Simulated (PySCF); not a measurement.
Run record: geometry optimisation, BrH, `Br`.

Method: PBE/cc-pVDZ geometry optimisation, gas phase (PySCF 2.14.0). Start geometry: GFN2-xTB. The input is one job of a driver script: a line of settings, then coordinates in Å.

Input:
```
{"job": {"xc": "PBE", "basis": "cc-pVDZ", "grid": 1, "kind": "geom"}, "charge": 0, "multiplicity": 1}
Br     0.702091    -0.002743    -0.003020
H     -0.699334     0.004011    -0.011129
```

Output:
```
step   0  E = -2574.33721267  max force = 0.019996
step   1  E = -2574.33784726  max force = 0.005752
step   2  E = -2574.33791533  max force = 0.000579
step   3  E = -2574.33791603  max force = 0.000019
optimisation converged
```

Energies in Eh; «max force» is the largest Cartesian gradient component in Eh/bohr.

Problem. Give the first gradient maximum in eV/Å.

Solution. With 1 Eh/bohr = 51.422 eV/Å, 1.028 eV/Å.

Main results: final energy -2574.33792 Eh after 3 steps; dipole 1.03 D.

Hardware: an Intel Xeon at 2.60 GHz with one thread, shared host. Cost: 2.4 s of wall time, 0.24 GiB resident at most.
Labels such as C1 count atoms from 1, the log's own numbers from 0.
